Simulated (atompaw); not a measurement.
## Ga (Z = 31): one change to a PAW (atompaw) potential, before and after

* Element: Ga
* Generator: atompaw 4.2.0.5
* Type: PAW
* Functional: LDA (PW92)
* Relativity: scalar-relativistic
* Frozen core: [Ne]
* Valence charge: 21
* Reference configuration: 3s2 3p6 3d10 4s2 4p1
* Partial waves: 3s (bound): rc 0.95 bohr; 4s (bound): rc 1.40 bohr; 3p (bound): rc 1.05 bohr; 4p (bound): rc 1.40 bohr; 3d (bound): rc 1.40 bohr; 3d channel at 0.85 Ry: rc 1.40 bohr
* Local potential: bessel scheme, radius 1.10 bohr
* Core correction: smooth core density matched at 0.90 bohr
* Augmentation charge: sinc compensation charge, radius 1.20 bohr; PAW radius 1.40 bohr; waves and projectors: custom polynom2 7 10 vanderbiltortho

All-electron outer shells of the reference configuration (LDA (PW92), scalar-relativistic, ld1.x):

```json
{"shell": "2s", "level (eV)": "-1260.06", "outermost node (bohr)": "0.07", "outermost maximum (bohr)": "0.18"}
{"shell": "2p", "level (eV)": "-1098.21", "outermost node (bohr)": "–", "outermost maximum (bohr)": "0.15"}
{"shell": "3s", "level (eV)": "-147.44", "outermost node (bohr)": "0.27", "outermost maximum (bohr)": "0.56"}
{"shell": "3p", "level (eV)": "-98.66", "outermost node (bohr)": "0.24", "outermost maximum (bohr)": "0.56"}
{"shell": "3d", "level (eV)": "-19.41", "outermost node (bohr)": "–", "outermost maximum (bohr)": "0.53"}
{"shell": "4s", "level (eV)": "-9.17", "outermost node (bohr)": "0.81", "outermost maximum (bohr)": "1.87"}
{"shell": "4p", "level (eV)": "-2.73", "outermost node (bohr)": "0.87", "outermost maximum (bohr)": "2.53"}
```

Change: local potential bessel scheme, radius 0.72 bohr.

Cutoffs: the cutoffs (Ry, on a coarse ladder) from which the occupation-weighted sum of valence levels, in a spherical-Bessel basis at the reference potential, stays within 10 and 1 mRy of its value at 400 Ry; they do not see the model core or the augmentation charge, which bear on the density cutoff.

What does the change do?

The range in which the s phases agree narrows (upper end at the end of the scan → 1.7); neither file shows a bound ghost.

```tsv
quantity	base	changed
bound ghosts	none	none
s: phases at 1.41 bohr within 0.05 rad from the reference energy up to (Ry; the scan ends near 5)	to the end of the scan	1.7
p: phases at 1.41 bohr within 0.05 rad from the reference energy up to (Ry; the scan ends near 5)	2.8	1.9
d: phases at 1.41 bohr within 0.05 rad from the reference energy up to (Ry; the scan ends near 5)	4.6	to the end of the scan
lowest overlap eigenvalue by channel	s 0.64, p 0.69, d 0.93	s 0.59, p 0.66, d 0.93
```

 The cutoffs see the waves, projectors and local potential, not the compensation charge or the core.
